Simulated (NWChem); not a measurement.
System: BiCl₃; SMILES [Cl][Bi]([Cl])[Cl]

NWChem input:

```
start job
memory heap 200 mb stack 900 mb global 1100 mb
geometry units angstroms
  Bi     0.002717     0.000449     0.445630
  Cl    -1.826960    -1.025739    -0.863427
  Cl     0.017988     2.089086    -0.877967
  Cl     1.792951    -1.066214    -0.885406
end
basis spherical
  * library def2-svp
end
ecp
  Bi library def2-ecp
end
dft
  xc pbe0
  iterations 150
end
driver
  maxiter 120
end
task dft optimize
dft
  grid fine
  convergence energy 1d-8 density 1d-7
end
task dft freq numerical
```

NWChem printed, in part:

```
             Northwest Computational Chemistry Package (NWChem) 7.3.0
             --------------------------------------------------------

 C3  symmetry detected

                             Geometry "geometry" -> ""
                             -------------------------

 Output coordinates in angstroms (scale by  1.889725989 to convert to a.u.)

  No.       Tag          Charge          X              Y              Z
 ---- ---------------- ---------- -------------- -------------- --------------
    1 Bi                  83.0000     0.00000000     0.00000000     0.50286583
    2 Cl                  17.0000    -2.01501551    -0.55537133    -0.81838949
    3 Cl                  17.0000     0.52654207     2.02274028    -0.81838949
    4 Cl                  17.0000     1.48847343    -1.46736896    -0.81838949

 Effective nuclear repulsion energy (a.u.)    1032.6116726686

      Symmetry information
      --------------------

 Group name             C3
 Group number              5
 Group order               3
 No. of unique centers     2

                                Z-matrix (autoz)
                                --------

 Units are Angstrom for bonds and degrees for angles

      Type          Name      I     J     K     L     M      Value
      ----------- --------  ----- ----- ----- ----- ----- ----------
    1 Stretch                  1     2                       2.47274
    2 Stretch                  1     3                       2.47274
    3 Stretch                  1     4                       2.47274
    4 Bend                     2     1     3                94.11390
    5 Bend                     2     1     4                94.11390
    6 Bend                     3     1     4                94.11390
    7 Torsion                  2     1     3     4         -94.43245
    8 Torsion                  2     1     4     3          94.43245
    9 Torsion                  3     1     2     4          94.43245
   10 Torsion                  2     4     1     3         -94.43245
   11 Torsion                  3     2     1     4         -94.43245
   12 Torsion                  2     3     1     4          94.43245

                           NWChem Geometry Optimization
                           ----------------------------

[...]

      ----------------------
      Optimization converged
      ----------------------

  Step       Energy      Delta E   Gmax     Grms     Xrms     Xmax
  ---- ---------------- -------- -------- -------- -------- --------
@    3   -1594.46833179 -2.7D-07  0.00011  0.00006  0.00037  0.00069
                                     ok       ok       ok       ok

                                Z-matrix (autoz)
                                --------

 Units are Angstrom for bonds and degrees for angles

      Type          Name      I     J     K     L     M      Value     Gradient
      ----------- --------  ----- ----- ----- ----- ----- ---------- ----------
    1 Stretch                  1     2                       2.45881    0.00011
    2 Stretch                  1     3                       2.45881    0.00011
    3 Stretch                  1     4                       2.45881    0.00011
    4 Bend                     2     1     3                99.09232    0.00001
    5 Bend                     2     1     4                99.09232    0.00001
    6 Bend                     3     1     4                99.09232    0.00001
    7 Torsion                  2     1     3     4        -100.81769   -0.00001
    8 Torsion                  2     1     4     3         100.81769    0.00001
    9 Torsion                  3     1     2     4         100.81769    0.00001
   10 Torsion                  2     4     1     3        -100.81769   -0.00001
   11 Torsion                  3     2     1     4        -100.81769   -0.00001
   12 Torsion                  2     3     1     4         100.81769    0.00001

                         Geometry "geometry" -> "geometry"
                         ---------------------------------

[...]

 Rotational Constants
 --------------------
 A=   0.049423 cm-1  (  0.071107 K)
 B=   0.049423 cm-1  (  0.071107 K)
 C=   0.034429 cm-1  (  0.049534 K)

 Temperature                      =   298.15K
 frequency scaling parameter      =   1.0000

 Zero-Point correction to Energy  =    1.925 kcal/mol  (  0.003067 au)
 Thermal correction to Energy     =    5.758 kcal/mol  (  0.009177 au)
 Thermal correction to Enthalpy   =    6.351 kcal/mol  (  0.010120 au)

 Total Entropy                    =   83.921 cal/mol-K
   - Translational                =   43.108 cal/mol-K (mol. weight = 313.8869)
   - Rotational                   =   27.145 cal/mol-K (symmetry #  =        3)
   - Vibrational                  =   13.667 cal/mol-K

 Cv (constant volume heat capacity) =   16.552 cal/mol-K
   - Translational                  =    2.979 cal/mol-K
   - Rotational                     =    2.979 cal/mol-K
   - Vibrational                    =   10.593 cal/mol-K

[normal modes left out]

 ----------------------------------------------------------------------------
 Normal Eigenvalue ||           Projected Infra Red Intensities
  Mode   [cm**-1]  || [atomic units] [(debye/angs)**2] [(KM/mol)] [arbitrary]
 ------ ---------- || -------------- ----------------- ---------- -----------
    1       -0.000 ||    0.000894           0.021         0.871       0.689
    2       -0.000 ||    0.001382           0.032         1.347       1.066
    3       -0.000 ||    0.001805           0.042         1.760       1.392
    4        0.000 ||    0.000207           0.005         0.201       0.159
    5        0.000 ||    0.000006           0.000         0.006       0.005
    6        0.000 ||    0.000007           0.000         0.007       0.005
    7       99.864 ||    0.001390           0.032         1.355       1.072
    8       99.864 ||    0.001390           0.032         1.355       1.072
    9      115.403 ||    0.005283           0.122         5.150       4.074
   10      338.863 ||    0.062683           1.446        61.106      48.341
   11      338.863 ||    0.062683           1.446        61.106      48.341
   12      354.080 ||    0.017875           0.412        17.425      13.785
 ----------------------------------------------------------------------------
```

Level: PBE0/def2-SVP with def2 effective core potentials on Bi. def2 effective core potentials on Bi; no spin-orbit coupling.
